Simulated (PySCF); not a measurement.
dichloro(silylmethyl)silane (CH6Cl2Si2), SMILES Cl[SiH](Cl)C[SiH3].

The structure is a stationary point at r2SCAN-D4/def2-SVP. One conformer was computed; it need not be the lowest.

Two levels are set side by side: TDA-PBE/def2-SVPD (PySCF) and TDA-B3LYP/def2-SVPD (PySCF). Vertical, same geometry. The lowest singlet is HOMO→LUMO 99 % with PBE and HOMO→LUMO 93 % with the other functional; states are paired by order. Differences are taken from unrounded values.

```json
[
 {"quantity": "lowest singlet excitation (eV)", "TDA-B3LYP": "7.34", "TDA-PBE": "6.78", "TDA-PBE minus TDA-B3LYP": "-0.56"},
 {"quantity": "lowest triplet excitation (TDA) (eV)", "TDA-B3LYP": "7.02", "TDA-PBE": "6.51", "TDA-PBE minus TDA-B3LYP": "-0.51"}
]
```

Functionals without exact exchange tend to place singlet excitations lower, as here. Differences between two approximate levels are no errors against the true value.

Rough cost on one machine, each run with all the roots and properties that it gave: TDA-B3LYP against TDA-PBE about 3 times.
